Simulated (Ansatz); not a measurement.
The cluster CoSi2⁻. Total charge -1; triplet. Geometry PBE-D4/def2-TZVPD.

```xyz
3

Co    0.713   -0.906   -0.430
Si   -0.246    1.010   -0.775
Si   -0.467   -0.104    1.206
```

At HF/def2-TZVPD the charge -1 triplet is spin-contaminated (final ⟨S²⟩ up to 3.43, 2.00 for a pure state). At PBE-D4/def2-TZVPD, BLYP-D4/def2-TZVPD, r2SCAN-D4/def2-TZVPD the highest occupied level of the charge -1 triplet lies above zero (up to 0.93 eV). The electron is either unbound and held by the finite basis, or the level is raised by self-interaction error. The structure comes from a short search, and lower isomers may exist.

Estimate the α-spin orbital energies around the gap (eV) in Ansatz with HF/def2-TZVPD, PBE-D4/def2-TZVPD, BLYP-D4/def2-TZVPD, r2SCAN-D4/def2-TZVPD, BHLYP-D4/def2-TZVPD.


| orbital | HF/def2-TZVPD | PBE-D4/def2-TZVPD | BLYP-D4/def2-TZVPD | r2SCAN-D4/def2-TZVPD | BHLYP-D4/def2-TZVPD |
| --- | --- | --- | --- | --- | --- |
| HOMO−5 | -13.90 | -1.20 | -1.03 | -1.60 | -5.43 |
| HOMO−4 | -12.22 | -0.99 | -0.83 | -1.54 | -5.42 |
| HOMO−3 | -6.80 | -0.35 | -0.19 | -1.17 | -4.47 |
| HOMO−2 | -3.35 | -0.11 | 0.05 | -0.87 | -2.14 |
| HOMO−1 | -2.51 | 0.37 | 0.58 | 0.09 | -1.11 |
| HOMO | -2.29 | 0.45 | 0.62 | 0.32 | -0.99 |
| LUMO | 4.12 | 1.75 | 1.91 | 1.75 | 2.77 |
| LUMO+1 | 4.64 | 1.96 | 2.12 | 1.98 | 3.16 |
| LUMO+2 | 5.27 | 2.65 | 2.80 | 2.78 | 4.13 |
| LUMO+3 | 5.43 | 3.60 | 3.67 | 3.85 | 4.46 |
| LUMO+4 | 5.68 | 3.63 | 3.77 | 4.24 | 4.52 |
| LUMO+5 | 6.00 | 4.16 | 4.21 | 4.69 | 5.11 |
| β HOMO | -2.68 | 0.82 | 0.93 | 0.46 | -1.28 |
| β LUMO | 4.23 | 1.50 | 1.59 | 1.99 | 2.81 |
